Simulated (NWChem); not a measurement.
A series in which one site is exchanged, each optimised at PBE0/def2-SVP with NWChem, gas phase unless a solvent is named. Some are not confirmed as minima by frequencies. def2 effective core potentials on Hf; no spin-orbit coupling.

A: [SiH3][O][GeH3] (GeSiH₆O; site = Ge)
B: [O]([SiH3])[HfH3] (HfSiH$_{6}$O; site = Hf)
C: [SiH3]O[SiH3] (Si2H6O; site = Si)

Values for A:

```
Item                                                 Result
---------------------------------------------------  ------
dipole (D), PBE0/def2-SVP                              1.21
orbital gap (eV), PBE0/def2-SVP                        8.43
static polarisability, PBE0/def2-SVPD (bohr³)          62.1
lowest singlet excitation, PBE0/def2-SVPD, TDA (eV)    6.64
```

### Question
How do these values change for the other members?

### Answer
| change from A | B | C |
|---|---|---|
| dipole (D), PBE0/def2-SVP | +0.12 | -0.82 |
| orbital gap (eV), PBE0/def2-SVP | -1.95 | +0.44 |
| static polarisability, PBE0/def2-SVPD (bohr³) | +16.8 | -3.7 |
| lowest singlet excitation, PBE0/def2-SVPD, TDA (eV) | -2.09 | +0.33 |
